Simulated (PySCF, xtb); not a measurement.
Al(Cl)(OH)2 (AlClH2O2), SMILES [Cl][Al]([OH])[OH].

GFN2-xTB run with xtb at its own geometry gives an orbital gap of 4.73 eV and a dipole moment of 2.16 D.

Geometry optimised at PBE0-D3(BJ)/def2-SVP. One conformer was computed; it need not be the lowest.

Problem. What does r2SCAN/def2-TZVPD (PySCF) give? (Estimate from the structure and the level; the computed values follow.)

Solution. gap 6.76 eV (levels -8.10 and -1.34 eV), dipole 1.78 D.
